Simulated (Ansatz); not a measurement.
Isolated molecules relaxed with PBE0-D4/def2-TZVP in Ansatz; ΔE leaves out vibrations. CBS: MP2 limit from def2 TZ/QZ plus the TZ coupled-cluster correction, frozen cores. This one scheme is used for every species. For Ge outer-core shells are correlated without core-valence functions, which leaves a few kJ/mol of doubt a bond. Scalar relativity is left out up to krypton. Each species was taken in one conformer, which may not be the lowest.

`C[SiH2]C` + `[OH][GeH2][SH]` → `C[S][GeH2][OH]` + `C[SiH3]`  (substitution at a C–Si bond)

Task: Is it downhill or uphill in electronic energy at CCSD(T)/CBS, and by how much? (Estimate.)

Result: Computed: Uphill: ΔE = +0.61 eV.

Task: What do these levels give: HF/def2-TZVPP, CCSD/def2-TZVPP, CCSD(T)/def2-TZVPP, HF/def2-QZVPP, MP2/CBS(def2), CCSD/CBS(def2)? (Estimate.)

Result: Ansatz gave: HF/def2-TZVPP 0.62, CCSD/def2-TZVPP 0.64, CCSD(T)/def2-TZVPP 0.62, HF/def2-QZVPP 0.62, MP2/CBS(def2) 0.61, CCSD/CBS(def2) 0.62 eV.

Largest T1 diagnostic among the species: 0.012.
